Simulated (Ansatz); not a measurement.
# Redistribution: C2H5Br + CHCl2I → CH2BrI + C2H4Cl2

Species: C2H5Br (bromoethane) `CCBr`, singlet; CHCl2I (dichloroiodomethane) `ClC(Cl)I`, singlet; CH2BrI `BrCI`, singlet; C2H4Cl2 `CC(Cl)Cl`, singlet. The partners trade CH3 for I; both sit on C, so the bond types are kept.

Shapes, held fixed at every level: PBE0-D4/def2-TZVP. Programs: Ansatz 0.2.0. The zero-point and thermal change to 298 K, harmonic and unscaled (PBE0-D4/def2-TZVP), is +0.1 kJ/mol.

```
                level                   kind  ΔH(298 K) (kJ/mol)  less CCSD(T)/def2-TZVPP  CPU time (sum over the molecules)
          HF/def2-SVP           Hartree–Fock               -28.0                     -7.4                                  –
    PBE-D4/def2-TZVPP                    GGA               -15.0                     +5.6                               18 s
 r2SCAN-D4/def2-TZVPP               meta-GGA               -17.9                     +2.7                               37 s
  BHLYP-D4/def2-TZVPP          global hybrid               -20.1                     +0.5                               23 s
r2SCAN0-D4/def2-TZVPP          global hybrid               -19.9                     +0.7                               38 s
     CCSD(T)/def2-SVP  coupled cluster or CI               -22.1                     -1.5                               18 s
        CCSD/def2-SVP  coupled cluster or CI               -22.8                     -2.2                                  –
   CCSD(T)/def2-TZVPP  coupled cluster or CI               -20.6                      0.0                            4.6 min
```

The highest level, CCSD(T)/def2-TZVPP, gives ΔH(298 K) = -20.6 kJ/mol; the levels span -28.0 to -15.0. The column of differences is taken from that level and isn't an error. No measured value is set beside it here. For atoms past krypton def2 sets carry core potentials with scalar relativity. Relativity is left out for Br unless named. Correlated rows may include outer-core shells of Br, I, which these sets cover unevenly. Times are processor times on shared x86 and Arm servers, and rough.
